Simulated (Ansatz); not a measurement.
`C#CB(Cl)Cl`. Total charge 0; spin multiplicity 1. Geometry: relaxed with PBE0-D4/def2-TZVP.

```xyz
6

C    -0.732    0.575   -1.388
C    -0.204    0.160   -0.387
B     0.456   -0.358    0.864
Cl   -0.375   -0.274    2.392
Cl    2.055   -1.045    0.790
H    -1.199    0.942   -2.273
```

(1) What is the dipole moment at ωB97M-V/def2-TZVPP? (Estimate.)

(2) And with PBE, r2SCAN, B3LYP? (Estimate.)

(3) Give the Mulliken charges with ωB97M-V, r2SCAN, B3LYP in def2-TZVPP. (Estimate.)

Results:

(1) Computed: 1.60 D, with components (-0.70, 0.55, -1.33) D in this frame, pointing from negative to positive charge.

(2) Ansatz gave: PBE 1.52 D, r2SCAN 1.64 D, B3LYP 1.61 D.

(3) The calculation gave: 
```csv
atom,ωB97M-V,r2SCAN,B3LYP
C1,0.04,-0.03,0.00
C2,-0.24,-0.21,-0.25
B3,0.10,0.19,0.18
Cl4,-0.07,-0.10,-0.10
Cl5,-0.07,-0.10,-0.10
H6,0.24,0.24,0.27
```

B3LYP here is the variant with VWN-RPA as its local correlation; programs differ in this.
